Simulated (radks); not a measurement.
The numbers below are computed, except where a source is named.
Species: Cu2+. Configuration: [He] 2s2 2p5 3s2 3p6 3d10 (not the ground configuration). Level of theory: scalar-relativistic Kohn-Sham, BLYP, spin-polarised, spherical densities, finite nucleus; open shells are filled with parallel spins first; Fermi nuclear charge, rms radius 3.8823 fm (a radial shooting solver on a logarithmic mesh with Libxc functionals).

Normalised radial functions P(r) = r R(r), r in bohr:

r	2p down	3s down	3p up
0.006479	0.0305	0.2076	0.0117
0.008237	0.0474	0.2484	0.0182
0.01047	0.0733	0.2926	0.0282
0.01342	0.1141	0.3387	0.0438
0.01706	0.1735	0.3788	0.0666
0.02169	0.2605	0.4067	0.0999
0.02757	0.3848	0.4115	0.1472
0.03505	0.5565	0.3793	0.2120
0.04455	0.7838	0.2954	0.2967
0.05664	1.0675	0.1482	0.3998
0.072	1.3943	-0.0627	0.5125
0.09153	1.7287	-0.3158	0.6144
0.1164	2.0092	-0.5586	0.6703
0.1479	2.1553	-0.7064	0.6326
0.188	2.0933	-0.6628	0.4542
0.239	1.7989	-0.3651	0.1153
0.3039	1.3297	0.1573	-0.3463
0.3863	0.8175	0.7546	-0.8226
0.4911	0.4012	1.2043	-1.1663
0.6293	0.1436	1.3311	-1.2613
0.8	0.0376	1.1238	-1.0968
1.017	0.0065	0.7484	-0.7841
1.293	0.0007	0.3905	-0.4585
1.644	0.0000	0.1549	-0.2141
2.089	0.0000	0.0443	-0.0764
2.656	0.0000	0.0085	-0.0196
3.377	0.0000	0.0010	-0.0033

2p down: eigenvalue -982.95 eV, 0 radial nodes, <r> = 0.204 bohr, 90 % of the charge inside 0.332 bohr. 3s down: eigenvalue -142.77 eV, 2 radial nodes at r = 0.0675, 0.285 bohr, <r> = 0.699 bohr, 90 % of the charge inside 1.05 bohr. 3p up: eigenvalue -100.99 eV, 1 radial node at r = 0.255 bohr, <r> = 0.726 bohr, 90 % of the charge inside 1.12 bohr.
